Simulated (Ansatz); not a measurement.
The inner images of a band of Cl2H3NOZr + H2 (10 atoms, charge 0, multiplicity 1) are given out of order.

All numbers below come from Ansatz, RKS PBE0/def2-SVP.

Initial state:

```xyz
10
Properties=species:S:1:pos:R:3
Zr -0.218 -0.539 -0.100
N 0.108 -0.002 1.807
H -0.616 0.273 2.469
H 1.005 -0.001 2.288
O 1.498 -0.898 -0.817
H 2.266 -1.118 -1.346
Cl -1.333 1.231 -1.214
Cl -1.606 -2.461 -0.124
H 1.223 3.249 2.670
H 0.940 2.620 2.347
```

Final state:

```xyz
10
Properties=species:S:1:pos:R:3
Zr -0.168 0.354 -0.013
N 0.564 0.196 2.265
H -0.206 0.369 2.915
H 0.947 -0.723 2.497
O 1.611 -0.162 -0.478
H 2.287 -0.460 -1.089
Cl -1.138 1.111 -2.036
Cl -1.732 -1.292 0.764
H -0.180 2.069 0.694
H 1.283 0.893 2.461
```

**Question.** Put them in order from the first end to the last, with their energies above the first end.
A.
```xyz
10
Properties=species:S:1:pos:R:3
Zr -0.021 0.132 0.154
N 0.268 0.193 2.306
H -0.453 0.402 2.994
H 0.989 -0.387 2.735
O 1.652 -0.399 -0.541
H 2.362 -0.652 -1.134
Cl -1.320 1.530 -1.257
Cl -1.450 -1.778 0.145
H 0.620 1.957 0.880
H 0.622 1.357 1.698
```
B.
```xyz
10
Properties=species:S:1:pos:R:3
Zr -0.120 -0.114 0.264
N 0.068 -0.046 2.277
H -0.612 0.269 2.967
H 0.900 -0.372 2.768
O 1.610 -0.461 -0.437
H 2.339 -0.672 -1.021
Cl -1.359 1.573 -0.880
Cl -1.445 -2.032 -0.111
H 0.962 2.317 0.756
H 0.925 1.893 1.395
```
C.
```xyz
10
Properties=species:S:1:pos:R:3
Zr -0.039 0.293 -0.024
N 0.388 0.247 2.304
H -0.455 0.293 2.879
H 0.966 -0.509 2.671
O 1.648 -0.313 -0.639
H 2.376 -0.628 -1.176
Cl -1.353 1.395 -1.647
Cl -1.482 -1.556 0.556
H 0.344 1.994 0.662
H 0.875 1.138 2.394
```
D.
```xyz
10
Properties=species:S:1:pos:R:3
Zr -0.240 -0.485 0.012
N -0.018 -0.111 1.971
H -0.780 0.082 2.620
H 0.858 -0.116 2.490
O 1.520 -0.675 -0.662
H 2.320 -0.790 -1.176
Cl -1.430 1.313 -0.973
Cl -1.507 -2.471 -0.253
H 1.478 3.124 1.974
H 1.068 2.482 1.976
```
E.
```xyz
10
Properties=species:S:1:pos:R:3
Zr -0.234 -0.375 0.164
N -0.035 -0.149 2.150
H -0.800 0.018 2.803
H 0.833 -0.221 2.678
O 1.530 -0.533 -0.508
H 2.335 -0.621 -1.019
Cl -1.445 1.457 -0.729
Cl -1.484 -2.347 -0.242
H 1.434 2.828 1.113
H 1.136 2.297 1.570
```

**Answer.** D (0.00 eV), E (+0.02 eV), B (+0.18 eV), A (+0.98 eV), C (+0.08 eV).

Time of the run: 4.7 min on 4 threads of Arm Neoverse V2, with other jobs on the host, peak memory 0.31 GiB.
